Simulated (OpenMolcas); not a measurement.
A run on V2+ among 6 point charges of -1 e arranged as an octahedron (Oh), 1.97 Å from the ion.

```
Program             : OpenMolcas
Method              : CASSCF
Basis               : ANO-RCC-VTZP [6s5p3d2f1g]
Scalar Hamiltonian  : DKH2, point nucleus
Active space        : 3 electrons in 5 orbitals (3d)
State averaging     : 2S+1 = 4 even, 10 roots; 2S+1 = 2 even, 40 roots
Spin-orbit coupling : RASSI with atomic mean-field integrals over the reference wave functions
```

59 basis functions. Blocks (2S+1, parity, CSFs, roots kept): 4, even, 10, 10; 2, even, 40, 40.

How long do the RASSCF and RASSI steps take on 1 thread of Arm Neoverse V1, on a shared host?

About 11 s of wall time, without the integral step.
